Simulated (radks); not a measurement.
Values are calculated unless marked as measured or tabulated.
Problem. Tc3+, 40 electrons, occupied as [Ar] 3d10 4s1.5 4p6 4d4 5d0.5 (fractional occupations, a model configuration). Code: a radial shooting solver on a logarithmic mesh with Libxc functionals. Model: Dirac Kohn-Sham, PBE, spin-unpolarised, spherical densities, finite nucleus; open shells are shared between the two j in proportion to 2j + 1; Fermi nuclear charge, rms radius 4.4112 fm. Some entries of the table are withheld. Estimate them.

| orbital | occ. | eigenvalue (hartree) | <1/r> (bohr^-1) |
|---|---|---|---|
| 1s1/2 | 2 | -767.8945 | 44.71 |
| 2s1/2 | 2 | (1) | 10.20 |
| 2p1/2 | 2 | -102.2006 | 10.18 |
| 2p3/2 | 4 | -97.85449 | 9.668 |
| 3s1/2 | 2 | -20.41426 | 3.508 |
| 3p1/2 | 2 | -17.14207 | 3.409 |
| 3p3/2 | 4 | -16.41481 | 3.286 |
| 3d3/2 | 4 | (2) | 3.103 |
| 3d5/2 | 6 | (3) | 3.071 |
| 4s1/2 | 1.5 | (4) | 1.312 |
| 4p1/2 | 2 | (5) | 1.200 |
| 4p3/2 | 4 | (6) | 1.165 |
| 4d3/2 | 1.6 | -1.44614 | 0.9003 |
| 4d5/2 | 2.4 | -1.43241 | 0.8926 |
| 5s1/2 | 0 | -1.09760 | 0.5115 |
| 5p1/2 | 0 | (7) | 0.4439 |
| 5p3/2 | 0 | (8) | 0.4344 |
| 5d3/2 | 0.2 | -0.53552 | (9) |
| 5d5/2 | 0.3 | -0.53342 | (10) |

Solution. 
(1) 2s1/2 eigenvalue (hartree): -110.7140
(2) 3d3/2 eigenvalue (hartree): -10.62727
(3) 3d5/2 eigenvalue (hartree): -10.48741
(4) 4s1/2 eigenvalue (hartree): -3.99385
(5) 4p1/2 eigenvalue (hartree): -3.02273
(6) 4p3/2 eigenvalue (hartree): -2.90936
(7) 5p1/2 eigenvalue (hartree): -0.86502
(8) 5p3/2 eigenvalue (hartree): -0.84765
(9) 5d3/2 <1/r> (bohr^-1): 0.3223
(10) 5d5/2 <1/r> (bohr^-1): 0.3210
